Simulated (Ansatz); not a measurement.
The cluster Ru₂Pt. Total charge 0; singlet. Geometry relaxed at PBE0-D4/def2-TZVP.

```xyz
3

Pt    1.1072    0.0579   -1.0377
Ru   -1.2198   -0.3243   -0.2082
Ru    0.1126    0.2664    1.2459
```

In the def2 sets Pt, Ru take a core potential; there is no spin–orbit coupling. The restricted singlet is unstable: a solution with broken spin symmetry lies lower. The relaxation made no stability test and no search for a lower SCF solution. The geometry of the singlet was relaxed on an unsound state (restricted singlet, unstable towards broken spin symmetry). At PBE0-D4/def2-TZVP a quintet of charge 0 lies 1.52 eV below the restricted singlet, each at its own geometry. The structure comes from a short search, and lower isomers may exist.

Question: Estimate the harmonic wavenumbers at RKS PBE0-D4/def2-TZVP (Ansatz, unscaled). Is this a minimum?

Answer: 120, 192, 394 cm⁻¹. Yes, no mode is imaginary beyond noise. Zero-point energy 4.2 kJ/mol. Hardware: 4 threads of Arm Neoverse V2 on a shared host. Wall time 27 s.
